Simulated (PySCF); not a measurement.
**Telling isomers of C5H15NOSi apart by NMR**

[PySCF 2.14: geometry: GFN2-xTB; shielding tensors at PBE0/pcSseg-1 (GIAO); no relativistic terms; one conformer; averaged over atoms made equivalent by symmetry, fast rotation or ring inversion; gas phase]

δ = σ(ref) − σ, references computed at the same level: 1H and 13C vs TMS. Where no couplings were computed, multiplicities follow the n + 1 count of equivalent neighbours, and m marks all less simple cases (inequivalent or close neighbours, rings, F or P nearby). Shifts are as computed. Against solution values, carbons near 30 ppm lie about +3 ppm off and those near 130 ppm about +5 ppm. Of 1309 compounds with measured shifts, 239 miss one by over three times the rms of a fit or turn the order of signals round; such compounds aren't used in these exercises. OH and NH positions are gas-phase values without hydrogen bonding to other molecules.

(1) Tabulate the signals of `CO[SiH2]NC(C)(C)C`, `CC(C)O[SiH2]N(C)C` and their relative energies.

(2) What is the quickest way to tell CO[SiH2]NC(C)(C)C from CC(C)O[SiH2]N(C)C?

Results:

(1) 
| SMILES | carbon types | δC | δH | E rel. (kcal/mol) |
| --- | --- | --- | --- | --- |
| CO[SiH2]NC(C)(C)C | 1×C 4×CH3 | 53.2, 50.4, 34.6 | 5.18 (s, 2H), 3.80 (s, 3H), 1.22 (s, 9H), 0.03 (br s, 1H) | 0.0 |
| CC(C)O[SiH2]N(C)C | 1×CH 4×CH3 | 68.2, 37.9, 28.0 | 4.98 (s, 2H), 4.31 (sept, 1H), 2.56 (s, 6H), 1.29 (d, 6H) | 3.7 |

Energies are electronic energies at PBE0/pcSseg-1 on these geometries, without zero-point or thermal terms, each for the one conformer computed, which needn't be the lowest.

(2) Both give the same number of carbon signals, but DEPT or the intensities differ. The first has a fully substituted sp3 carbon bonded to N (C) at 50.4 ppm, the second an sp3 CH bonded to O at 68.2 ppm. Their most deshielded carbons lie at 53.2 and 68.2 ppm.
